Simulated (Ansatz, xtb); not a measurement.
Torsion H3–O1–Sn2–H4 in H2OSn (SMILES [OH][SnH]); at each angle all else is relaxed with GFN2-xTB, and the levels are single points there.
Geometry at 0° (charge 0, multiplicity 1):
| atom | x (Å) | y (Å) | z (Å) |
|---|---|---|---|
| O | -1.0560 | 0.1639 | 0.2814 |
| Sn | 0.7791 | 0.8811 | -0.1263 |
| H | -1.5643 | -0.4851 | -0.2014 |
| H | 1.1385 | -0.1146 | -1.7089 |
Energies count from the point at 0°.

Cores are frozen in the correlated methods. Filled d and f shells under p-block atoms count as core. CBS: X⁻³ extrapolation of the correlation energy, Hartree–Fock from the larger set.

Programs: Ansatz (Gaussian orbitals); xtb for the GFN methods. Each number belongs to the level named beside it. In def2 rows elements past Kr take small-core potentials, without spin–orbit coupling.

Energies in meV.

| dihedral (°) | GFN-FF | HF/def2-QZVPP | B3LYP/def2-TZVPP | wB97X-V/def2-TZVPP | CCSD(T)/CBS(def2-TZVPP, def2-QZVPP) |
|---|---|---|---|---|---|
| 0 | 0.0 | 0.0 | 0.0 | 0.0 | 0.0 |
| 30 | 25.6 | 71.9 | 82.4 | 84.2 | 78.8 |
| 60 | 193.9 | 317.9 | 344.2 | 352.8 | 343.8 |
| 150 | 19.1 | 140.6 | 156.1 | 162.7 | 143.0 |
| 180 | -34.0 | 41.5 | 44.6 | 47.4 | 33.0 |
| 210 | 19.1 | 140.6 | 156.1 | 162.7 | 143.0 |
| 300 | 193.9 | 317.9 | 344.2 | 352.8 | 343.8 |
| 330 | 25.6 | 71.9 | 82.4 | 84.2 | 78.8 |

Ansatz is an electronic-structure program.
